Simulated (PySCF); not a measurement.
Computed shifts of a molecule C₅H₈O, PBE0/pcSseg-1 (PySCF), GIAO, gas phase, equivalent atoms averaged, in ppm (number of nuclei): ¹³C: 147.1 (1), 123.9 (1), 82.0 (1), 80.6 (1), 18.0 (1). ¹H: 5.55 (1), 5.46 (4), 1.87 (3). References: ¹³C against TMS (σ = 186.3 ppm); ¹⁷O against H2O (σ = 334.2 ppm); ¹H against TMS (σ = 31.56 ppm), references at their B3LYP-D3(BJ)/def2-TZVP geometries, non-relativistic. Coordinates come from a PBE0-D3(BJ)/def2-SVP optimisation. The values are those of a single conformer.

**Question.** Pick the molecule that these values belong to.
A) CO[C@@H]1C=CC1
B) CC1=CCCO1
C) C#CCCOC
D) CC=C1COC1

**Answer.** D, CC=C1COC1
